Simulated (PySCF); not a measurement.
# Worked example: chemical shift, span and skew from a shielding tensor

BH4O2P, SMILES OB(O)P. Atoms are numbered in the order given.

```xyz
8

B     -0.5016    -0.0116     0.0000
O     -1.1354    -0.0074    -1.2080
H     -2.1012     0.0087    -1.1729
O     -1.1354    -0.0074     1.2080
H     -2.1012     0.0087     1.1729
P      1.4377     0.1193     0.0000
H      1.6553    -0.8153     1.0548
H      1.6553    -0.8153    -1.0548
```
Charge 0, spin multiplicity 1.

Geometry optimised at B3LYP-D3(BJ)/def2-SVP. Other conformers were not sampled.

GIAO shieldings from B3LYP/pcSseg-1 run with PySCF, non-relativistic, no solvent. The symmetric part of the tensor of P6 has the principal values 493.8, 585.8, 590.8 ppm. The same nucleus in PH3 has σ = 567.1 ppm at this level (PySCF, at its B3LYP-D3(BJ)/def2-TZVP geometry).

Task: Work out the isotropic shielding, the ³¹P shift against PH3, the span and the skew.

Result: 
σ(iso) = (σ11 + σ22 + σ33)/3 = 556.8 ppm. δ = σ(ref) − σ(iso) = 567.1 − (556.8) = 10.3 ppm.
Span Ω = σ33 − σ11 = 97.0 ppm. Skew κ = 3(σ(iso) − σ22)/Ω = -0.90. Tumbling in solution averages the tensor to δ; in a static solid the shielding alone would spread this spin-1/2 line over Ω.
